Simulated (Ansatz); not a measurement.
```yaml
crystal:
  periodic: [false, false, false]
  atoms:
    - {symbol: B, position_ang: [0.051075, 0.277737, -0.951616]}
    - {symbol: B, position_ang: [0.362936, -0.607885, -0.380660]}
    - {symbol: F, position_ang: [0.675183, -1.360420, -0.633656]}
    - {symbol: O, position_ang: [0.214975, -0.540886, 0.550899]}
    - {symbol: C, position_ang: [-0.194558, 0.102335, 1.015285]}
    - {symbol: H, position_ang: [-0.686279, 0.259251, -1.492233]}
    - {symbol: H, position_ang: [0.582261, 0.910912, -1.096908]}
    - {symbol: H, position_ang: [-0.429996, 0.682152, 0.533545]}
    - {symbol: H, position_ang: [-0.733246, -0.117613, 1.366010]}
    - {symbol: H, position_ang: [0.213778, 0.349828, 1.318562]}
basis:
  gaussian: {orbitals: "6-31++G**"}
hamiltonian: {xc: {name: revPBE}}
scf: {lower_state_search: full}
```

```sh
$ ansatz run in.yaml --threads 2 --pin off --events-out ev --progress --plain --max-ram 4352MiB
```

Shortened log:

```
Functional definition: revPBE
1162 factors; their error is unknown
mean field evaluation 1: about -7110.4168 eV, gradient 1.3e2 eV
mean field evaluation 2: about -6763.3792 eV, gradient 3.4e2 eV
mean field evaluation 4: about -7143.0461 eV, gradient 2.6e1 eV
mean field evaluation 8: about -7144.0486 eV, gradient 1.0e-1 eV
mean field evaluation 16: about -7144.0027 eV, gradient 9.1e-5 eV
mean field -7144.00269114 eV, -262.5372565204 hartree, gradient 1.8e-5 eV, S^2 0.000000; 2 other end points of the search recorded, 0 dependent functions left out
reference -7144.00280156 eV, -262.5372605782 hartree; 19, 19 occupied and 106, 106 virtual orbitals, 1162 factors
Total energy: -7144.00280156 eV, -262.5372605782 hartree
```

Task: What is wrong with this run?

Result: The geometry is squeezed to about two thirds of its size. Self-consistency was reached. The result belongs to that input, not to the molecule as meant.
